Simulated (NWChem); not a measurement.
All runs are NWChem calculations. System: H₂Be, charge 0, spin multiplicity 1, at a geometry optimised with PBE0/def2-SVP. The structure started from a generated list of species. Level: CCSD(T)/def2-TZVP, 1 core orbitals frozen.

The NWChem input:

```
start mol
memory heap 100 mb stack 700 mb global 1900 mb
geometry units angstroms nocenter noautoz
  Be     0.000000     0.000000     0.000000
  H      0.000000     0.000000     1.338991
  H      0.000000     0.000000    -1.338991
  symmetry group D2h
end
basis spherical
  * library def2-tzvp
end
scf
  rhf
  nopen 0
  maxiter 100
  thresh 1e-7
  semidirect memsize 60000000 filesize 0
end
tce
  freeze core 1
  ccsd(t)
  2eorb
  2emet 13
  thresh 1e-6
  maxiter 100
  tilesize 24
end
task tce energy
```

Part of the output:

```
             Northwest Computational Chemistry Package (NWChem) 7.3.0
             --------------------------------------------------------

                                NWChem Input Module
                                -------------------

 Scaling coordinates for geometry "geometry" by  1.889725989
 (inverse scale =  0.529177249)

 Turning off AUTOSYM since
 SYMMETRY directive was detected!

                             Geometry "geometry" -> ""
                             -------------------------

 Output coordinates in angstroms (scale by  1.889725989 to convert to a.u.)

  No.       Tag          Charge          X              Y              Z
 ---- ---------------- ---------- -------------- -------------- --------------
    1 Be                   4.0000     0.00000000     0.00000000     0.00000000
    2 H                    1.0000     0.00000000     0.00000000     1.33899100
    3 H                    1.0000     0.00000000     0.00000000    -1.33899100

 Effective nuclear repulsion energy (a.u.)       3.3592508213

            Nuclear Dipole moment (a.u.)
            ----------------------------
        X                 Y               Z
 ---------------- ---------------- ----------------
     0.0000000000     0.0000000000     0.0000000000

      Symmetry information
      --------------------

 Group name             D2h
 Group number             26
 Group order               8
 No. of unique centers     2

      Symmetry unique atoms

     1    2


 Summary of "ao basis" -> "" (spherical)
 ------------------------------------------------------------------------------
       Tag                 Description            Shells   Functions and Types
 ---------------- ------------------------------  ------  ---------------------
 *                         def2-tzvp                  on all atoms

 Summary of "ao basis" -> "ao basis" (spherical)
 ------------------------------------------------------------------------------
       Tag                 Description            Shells   Functions and Types
 ---------------- ------------------------------  ------  ---------------------
 Be                        def2-tzvp                 9       19   5s3p1d
 H                         def2-tzvp                 4        6   3s1p

                                 NWChem SCF Module
                                 -----------------

  ao basis        = "ao basis"
  functions       =    31
  atoms           =     3
  closed shells   =     3
  open shells     =     0
  charge          =   0.00
  wavefunction    = RHF
  use symmetry    = T
  symmetry adapt  = T

 Summary of "ao basis" -> "ao basis" (spherical)
 ------------------------------------------------------------------------------
       Tag                 Description            Shells   Functions and Types
 ---------------- ------------------------------  ------  ---------------------
 Be                        def2-tzvp                 9       19   5s3p1d
 H                         def2-tzvp                 4        6   3s1p

      Symmetry analysis of basis
      --------------------------

        ag         11
        au          0
        b1g         1
        b1u         7
        b2g         2
        b2u         4
        b3g         2
        b3u         4

 Forming initial guess at       0.0s

      Superposition of Atomic Density Guess
      -------------------------------------

 Sum of atomic energies:         -15.57219827

      Non-variational initial energy
      ------------------------------
[...]
              MO Center= -1.2D-33,  3.1D-18, -3.4D-19, r^2= 4.7D+00
   Bfn.  Coefficient  Atom+Function         Bfn.  Coefficient  Atom+Function
  ----- ------------  ---------------      ----- ------------  ---------------
    13      0.827253  1 Be py                 7     -0.246934  1 Be py

 Vector    6  Occ=0.000000D+00  E= 7.361746D-02  Symmetry=ag
              MO Center=  6.6D-34, -4.5D-18,  1.5D-17, r^2= 1.2D+01
   Bfn.  Coefficient  Atom+Function         Bfn.  Coefficient  Atom+Function
  ----- ------------  ---------------      ----- ------------  ---------------
     5      2.202000  1 Be s                  4     -1.441405  1 Be s
    22     -0.315347  2 H  s                 28     -0.315347  3 H  s
     3      0.216079  1 Be s

 center of mass
 --------------
 x =   0.00000000 y =   0.00000000 z =   0.00000000

 moments of inertia (a.u.)
 ------------------
          12.905300164857           0.000000000000           0.000000000000
           0.000000000000          12.905300164857           0.000000000000
           0.000000000000           0.000000000000           0.000000000000

  Mulliken analysis of the total density
  --------------------------------------

    Atom       Charge   Shell Charges
 -----------   ------   -------------------------------------------------------
    1 Be   4     3.81   1.02  0.96  0.52  0.37  0.02  0.73  0.01  0.13  0.05
    2 H    1     1.10   0.23  0.56  0.30  0.01
    3 H    1     1.10   0.23  0.56  0.30  0.01

       Multipole analysis of the density wrt the origin
       ------------------------------------------------

     L   x y z        total         open         nuclear
     -   - - -        -----         ----         -------
     0   0 0 0     -0.000000      0.000000      6.000000

     1   1 0 0      0.000000      0.000000      0.000000
     1   0 1 0     -0.000000      0.000000      0.000000
     1   0 0 1     -0.000000      0.000000      0.000000

     2   2 0 0     -4.950251      0.000000      0.000000
     2   1 1 0     -0.000000      0.000000      0.000000
     2   1 0 1      0.000000      0.000000      0.000000
     2   0 2 0     -4.950251      0.000000      0.000000
     2   0 1 1     -0.000000      0.000000      0.000000
     2   0 0 2     -8.955559      0.000000     12.805100

                   NWChem Extensible Many-Electron Theory Module
                   ---------------------------------------------


            General Information
            -------------------
      Number of processors :     1
         Wavefunction type : Restricted Hartree-Fock
          No. of electrons :     6
           Alpha electrons :     3
            Beta electrons :     3
           No. of orbitals :    62
            Alpha orbitals :    31
             Beta orbitals :    31
        Alpha frozen cores :     1
         Beta frozen cores :     1
     Alpha frozen virtuals :     0
      Beta frozen virtuals :     0
         Spin multiplicity : singlet
    Number of AO functions :    31
       Number of AO shells :    17
        Use of symmetry is : on
      Symmetry adaption is : on
         Schwarz screening : 0.10D-09

          Correlation Information
          -----------------------
          Calculation type : Coupled-cluster singles & doubles w/ perturbation
   Perturbative correction : (T)
            Max iterations :      100
        Residual threshold : 0.10D-05
     T(0) DIIS level shift : 0.00D+00
     L(0) DIIS level shift : 0.00D+00
     T(1) DIIS level shift : 0.00D+00
     L(1) DIIS level shift : 0.00D+00
     T(R) DIIS level shift : 0.00D+00
     T(I) DIIS level shift : 0.00D+00
   CC-T/L Amplitude update :  5-th order DIIS
                I/O scheme : Global Array Library
        L-threshold :  0.10D-05
        EOM-threshold :  0.10D-05
 no EOMCCSD initial starts read in
 TCE RESTART OPTIONS
 SLICE:      F
 D4D5:       F
 quantumc:   F
 qrotation:  F
 pwtce:      F
 qducc:      F
 nacto:                         0
 nrotv:                         0
 nrot:                          0

            Memory Information
            ------------------
          Available GA space size is     249035839 doubles
          Available MA space size is     104855364 doubles

 Maximum block size supplied by input
 Maximum block size        24 doubles

 tile_dim =      9

 -------------------------------------------------

 Global array virtual files algorithm will be used

 Parallel file system coherency ......... OK

 4-electron integrals stored in orbital form

 v2    file size   =            34090
 4-index algorithm nr.  13 is used
 imaxsize =       30
 imaxsize ichop =        0


CCSD iterations
 ---------------------------------------------------------
 Iter          Residuum       Correlation     Cpu    Wall
 ---------------------------------------------------------
    1   0.0861885639630  -0.0510958634633     0.0     0.0
    2   0.0265424229486  -0.0626639063399     0.0     0.0
    3   0.0092766342977  -0.0657318213742     0.0     0.0
    4   0.0035980337411  -0.0666612395555     0.0     0.0
    5   0.0015756035806  -0.0669681641854     0.0     0.0
    6   0.0002456123787  -0.0671533775230     0.0     0.0
    7   0.0000989024359  -0.0671498100502     0.0     0.0
    8   0.0000499668073  -0.0671499501661     0.0     0.0
    9   0.0000273962694  -0.0671499940333     0.0     0.0
   10   0.0000154065762  -0.0671500844865     0.0     0.0
   11   0.0000012773765  -0.0671502195871     0.0     0.0
   12   0.0000004344817  -0.0671503247146     0.0     0.0
 -----------------------------------------------------------------
 Iterations converged
 CCSD correlation energy / hartree =        -0.067150324714576
 CCSD total energy / hartree       =       -15.836567650109050

 Singles contributions

 Doubles contributions
 CCSD(T)
 Using plain CCSD(T) code
             total no. of tasks          194
 total no. of tasks / no. procs          194
                         wl_min            4           1.3
                         wl_max          729           3.0
        thresh for no. of tasks          194

 CCSD[T]  correction energy / hartree =        -0.000436396101368
 CCSD[T] correlation energy / hartree =        -0.067586720815945
 CCSD[T] total energy / hartree       =       -15.837004046210419
 CCSD(T)  correction energy / hartree =        -0.000436078538628
 CCSD(T) correlation energy / hartree =        -0.067586403253204
 CCSD(T) total energy / hartree       =       -15.837003728647678

 Task  times  cpu:        0.9s     wall:        0.9s

 Total times  cpu:        1.0s     wall:        1.0s
```
